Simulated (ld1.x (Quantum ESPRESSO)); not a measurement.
**Before and after: ultrasoft potential for nickel (Ni)**

Ni, ultrasoft, made with ld1.x (Quantum ESPRESSO) 7.5 (PBEsol, scalar-relativistic). Core [Ar], reference 3d8 4s2 4p0. Waves: 4s (bound): rcut 1.80, rcutus 2.25 bohr; 4s channel at 1.65 Ry: rcut 1.80, rcutus 2.25 bohr; 4p (bound, empty): rcut 1.95, rcutus 2.45 bohr; 4p channel at 1.5 Ry: rcut 1.95, rcutus 2.45 bohr; 3d (bound): rcut 0.85, rcutus 0.95 bohr; 3d channel at -0.05 Ry: rcut 0.85, rcutus 0.95 bohr. Local part: all-electron potential smoothed inside 2.15 bohr (lloc = -1). Core correction: Bessel-smoothed model core inside 0.85 bohr. Augmentation charge: PSQ, inside the norm-conserving radii.

All-electron outer shells of the reference configuration (PBEsol, scalar-relativistic, ld1.x):

| shell | level (eV) | outermost node (bohr) | outermost maximum (bohr) |
| --- | --- | --- | --- |
| 3s | -110.78 | 0.30 | 0.64 |
| 3p | -71.25 | 0.27 | 0.65 |
| 3d | -8.90 | – | 0.63 |
| 4s | -5.66 | 0.92 | 2.24 |
| 4p | -1.19 | 1.00 | 3.14 |

Change: all radii but the core radius scaled by about 1.36 (s 3.06, p 3.34, d 1.30 bohr, rcut 2.46/2.66/1.16); local potential all-electron potential smoothed inside 2.92 bohr (lloc = -1).

Cutoffs: the cutoffs (Ry, on a coarse ladder) from which the occupation-weighted sum of valence levels, in a spherical-Bessel basis at the reference potential, stays within 10 and 1 mRy of its value at 400 Ry; they do not see the model core or the augmentation charge, which bear on the density cutoff. Errors are all-electron minus pseudo energies relative to the spin-unpolarised reference configuration.

**Question.** Predict the effect on cutoff, ghosts and configuration errors.

**Answer.** The potential gets softer (160 Ry and 230 Ry → 70 Ry and 110 Ry); of the 7 tests that both files solve, the error grows in 5 and shrinks in 0 by more than 15 % and 0.3 meV (median size 34.6 → 92.8 meV); neither file shows a bound ghost. A larger radius leaves more room for a smooth pseudo-wave, so fewer plane waves are needed. More of the atom is replaced by a form fitted at one configuration, so other configurations suffer.

```tsv
quantity	base	changed
cutoff, loose	160 Ry	70 Ry
cutoff, tight	230 Ry	110 Ry
loose cutoff by channel (10 mRy a level)	s 6 Ry, d 110 Ry	s 6 Ry, d 55 Ry
bound ghosts	none	none
error for 3d8 4s1 4p0, meV [ΔE 9.34 eV]	-5.7	-13
error for 3d8 4s0 4p0, meV [ΔE 26.60 eV]	-35	-93
error for 3d7 4s0 4p0, meV [ΔE 64.03 eV]	-184	-210
error for 3d7 4s2 4p0, meV [ΔE 16.15 eV]	-180	-166
error for 3d8.5 4s1.5 4p0, meV [ΔE -1.19 eV]	-27	-36
error for 3d8 4s1.5 4p0, meV [ΔE 3.73 eV]	-1.3	-2.5
error for 3d9 4s1 4p0, meV [ΔE -1.61 eV]	-86	-125
lowest overlap eigenvalue by channel	s 0.42, p 0.63, d 1.00	s 0.62, p 0.07, d 1.00
```
